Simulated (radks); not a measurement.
Initial-state core-level shifts of the iron ion Fe2+ when its valence configuration changes from [Ar] 3d6. Calculated with a radial shooting solver on a logarithmic mesh with Libxc functionals: scalar-relativistic Kohn-Sham, SCAN, spin-polarised, spherical densities, finite nucleus; open shells are filled with parallel spins first; meta-GGA in the generalised Kohn-Sham scheme; Fermi nuclear charge, rms radius 3.7377 fm. Shifts are changes of the shell-averaged eigenvalues in eV (positive: less bound); the change of the density at the nucleus, which sets a Mossbauer isomer shift, is in e/bohr^3, on a base of 1.519e+04.

| valence | 2s | 2p | 3s | 3p | density at nucleus |
|---|---|---|---|---|---|
| 3d4 4p2 | -20.642 | -20.519 | -17.359 | -16.826 | +5.879 |
| 3d5 4p1 | -9.221 | -9.167 | -7.971 | -7.735 | +2.291 |
| 3d4 4s1 4p1 | -19.406 | -19.289 | -16.093 | -15.573 | +17.803 |
| 3d3 4p3 | -33.003 | -32.809 | -27.025 | -26.188 | +10.216 |
| 3d5.5 4p0.5 | -4.484 | -4.457 | -3.943 | -3.828 | +1.051 |
| 3d5.5 4s0.5 | -3.866 | -3.840 | -3.275 | -3.161 | +6.172 |
